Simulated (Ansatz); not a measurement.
Reaction (redistribution): `[SiH3][O][Al]([Cl])[Cl]` + `C[S][Mg][O][SiH3]` → `C[S][Al]([Cl])[Cl]` + `[SiH3][O][Mg][O][SiH3]`

Program: Ansatz. Geometries: PBE0-D4/def2-TZVP. ΔE: electronic, gas phase. CBS: MP2 limit from def2 TZ/QZ plus the TZ coupled-cluster correction, frozen cores. DFT in def2-TZVPP. HSE06 is defined as in plane-wave codes. For Mg outer-core shells are correlated without core-valence functions, which leaves a few kJ/mol of doubt a bond. One conformer a species, not always the lowest.

`[SiH3][O][Al]([Cl])[Cl]`:

```xyz
8

Si    0.556    0.659    1.241
O    -0.042   -0.056   -0.096
Al   -0.654   -0.775   -1.460
Cl   -2.525   -1.666   -1.423
Cl    0.446   -0.791   -3.217
H     1.455    1.776    0.854
H     1.322   -0.338    2.033
H    -0.558    1.192    2.066
```

`C[S][Mg][O][SiH3]`:

Cartesian coordinates in Å:
```
C -3.036 1.005 -0.111
S -1.629 2.099 -0.516
Mg 0.190 0.759 -0.233
O 1.612 -0.303 -0.008
Si 2.899 -1.252 0.192
H -3.099 0.154 -0.788
H -3.941 1.601 -0.231
H -2.996 0.653 0.919
H 2.981 -1.770 1.589
H 2.852 -2.431 -0.722
H 4.167 -0.516 -0.090
```

`C[S][Al]([Cl])[Cl]`:

```xyz
8

C     1.394   -0.172    0.381
S     0.225   -1.101   -0.666
Al   -1.583    0.052   -0.525
Cl   -3.280   -0.602   -1.532
Cl   -1.672    1.814    0.588
H     2.306   -0.021   -0.194
H     0.994    0.794    0.682
H     1.616   -0.764    1.267
```

`[SiH3][O][Mg][O][SiH3]`:

```xyz
11

Si    1.089   -1.292    2.947
O     0.566   -0.674    1.551
Mg   -0.007    0.004    0.004
O    -0.579    0.683   -1.543
Si   -1.087    1.291   -2.948
H     0.221   -0.867    4.084
H     1.090   -2.783    2.911
H     2.480   -0.845    3.247
H    -2.321    2.111   -2.766
H    -0.049    2.166   -3.565
H    -1.404    0.207   -3.922
```

| level | ΔE (eV) |
| --- | --- |
| HSE06-D4 | 0.09 |
| r2SCAN0 | 0.11 |

(1) What does CCSD(T)/CBS give? (Estimate.)

Largest T1 diagnostic among the species: 0.011.

## Answers

(1) The calculation gave: +0.03 eV. The listed levels differ from it by 0.06, 0.08 eV.

The D4 term adds −0.04 eV with B3LYP and −0.02 eV with PBE0; it sums over pairs of atoms, weighted by their polarisabilities, and B3LYP, whose exchange is more repulsive, gets the larger term. In def2-TZVPP, CCSD(T) changes the Hartree–Fock value by −0.17 eV (the triples alone add −0.03 eV) and MP2 by −0.21 eV.

B3LYP here is the variant with VWN-RPA as its local correlation; programs differ in this.
